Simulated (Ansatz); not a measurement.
Relaxation of CH6BNSi (10 atoms, charge 0, multiplicity 1), to a largest force component of 0.015 eV/Å in at most 40 steps.

Theory: RKS PBE0/def2-SVP in Ansatz.

```xyz
10
Properties=species:S:1:pos:R:3:forces:R:3
C -1.206 0.702 -1.054 0.61 -0.02 0.34
B -0.125 0.114 -0.075 -1.17 0.59 -0.27
N 0.110 0.101 1.281 0.23 -0.19 -0.48
Si 1.407 -0.859 0.520 0.14 -0.06 0.71
H -1.837 1.446 -0.572 -0.29 0.26 0.33
H -0.724 1.200 -1.895 0.19 0.09 -0.42
H -1.855 -0.070 -1.463 -0.17 -0.39 -0.17
H -0.279 0.441 2.146 -0.19 0.14 0.18
H 2.714 -0.288 0.859 0.61 0.20 -0.15
H 1.390 -2.234 1.035 0.04 -0.61 -0.06
```

Task: Where does it end, and by what steps?

Result: It converged. After 9 steps the energy has fallen by 0.106 eV; H7 moved furthest, 0.18 Å.

```csv
step,energy less start (eV),largest force component (eV/Å),accepted
0,0.0000,1.173,yes
1,-0.0949,0.437,yes
2,-0.1024,0.234,yes
3,-0.1045,0.073,yes
4,-0.1050,0.035,yes
5,-0.1055,0.028,yes
6,-0.1057,0.028,yes
7,-0.1059,0.027,yes
8,-0.1060,0.028,yes
9,-0.1060,0.012,yes
```

```xyz
10
Properties=species:S:1:pos:R:3
C -1.209 0.709 -1.046
B -0.166 0.126 -0.046
N 0.115 0.143 1.307
Si 1.382 -0.878 0.593
H -1.966 1.341 -0.555
H -0.703 1.306 -1.822
H -1.725 -0.107 -1.576
H -0.274 0.556 2.149
H 2.771 -0.340 0.731
H 1.368 -2.303 1.047
```

Whether the end is a true minimum wasn't checked by a vibrational analysis.

The run took 83 s on 1 thread of AMD EPYC (Zen 3) (shared host), peak memory 0.18 GiB.
